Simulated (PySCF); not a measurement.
A structure optimised at PBE-D3(BJ)/def2-SVP, used in a PySCF frequency run:

```
Si
N 1 1.7693
H 2 1.0254 1 116.88
H 2 1.0255 3 108.65 1 133.86
H 1 1.5060 2 105.82 3 -44.85
H 1 1.5163 5 106.85 2 -124.67
Si 1 2.3533 5 111.89 6 -124.44
N 7 1.7486 1 100.36 5 -72.67
H 8 1.0227 7 121.49 1 -167.36
H 8 1.0266 9 111.42 7 -138.54
H 7 1.5079 8 111.24 9 72.02
H 7 1.5202 11 105.54 8 127.05
```

Q: Write its SMILES and formula.

A: N[SiH2][SiH2]N, H₈N₂Si₂

Q: What are its rotational constants (standard atomic weights)?

A: 6.5052, 2.6853, 2.1098 GHz
